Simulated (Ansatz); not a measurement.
C$_{6}$H$_{10}$O$_{6}$Sn at its PBE0-D4/def2-TZVP geometry, where that method's forces vanish. Charge 0, multiplicity 1. Sn takes the def2 core potential. The bonds changed during the relaxation, so this is another structure than the one it started from.

```xyz
23

C     1.8568   -1.2970   -2.5135
C     0.9331   -1.0573   -1.3722
O     0.7621    0.1319   -0.9373
O     0.3237   -1.9895   -0.8013
Sn   -0.5691   -0.4955    0.5949
O     0.3435    0.8667    1.9786
C     1.3099    0.0885    2.2693
C     2.3371    0.5363    3.2525
O     1.3677   -1.0287    1.7079
O    -1.8285    1.2032    0.2330
C    -2.4457    0.6677   -0.7450
C    -3.5130    1.4379   -1.4448
O    -2.1245   -0.4914   -1.0919
H     1.7143   -2.2960   -2.9175
H     1.7037   -0.5396   -3.2816
H     2.8822   -1.1978   -2.1492
H    -1.5192   -1.4822    1.5915
H     2.8979    1.3654    2.8153
H     1.8456    0.9143    4.1495
H     3.0155   -0.2764    3.4990
H    -3.0486    2.2759   -1.9691
H    -4.0407    0.8075   -2.1559
H    -4.2039    1.8561   -0.7122
```

**Question.** What forces (eV/Å) does B3LYP-D4/def2-TZVPP give on these atoms in Ansatz 0.2.0? (Estimate.)

**Answer.** Computed: 
```
C1   0.129 -0.030 -0.149
C2   0.162 -0.071 -0.221
O3   0.067  0.303 -0.028
O4  -0.077 -0.289  0.036
Sn5 -0.231 -0.198  0.250
O6  -0.138  0.258  0.042
C7   0.187  0.067  0.184
C8   0.139  0.069  0.128
O9   0.115 -0.280 -0.064
O10  0.035  0.232  0.179
C11 -0.203  0.129 -0.127
C12 -0.136  0.110 -0.095
O13 -0.013 -0.262 -0.167
H14  0.018  0.055  0.007
H15  0.015 -0.046  0.024
H16 -0.036 -0.010 -0.033
H17 -0.032 -0.029  0.035
H18 -0.011 -0.037  0.034
H19  0.038 -0.019 -0.031
H20 -0.026  0.051 -0.001
H21 -0.036 -0.031  0.012
H22  0.015  0.044  0.031
H23  0.018 -0.016 -0.045
```

B3LYP here is the variant with VWN-RPA as its local correlation; programs differ in this.
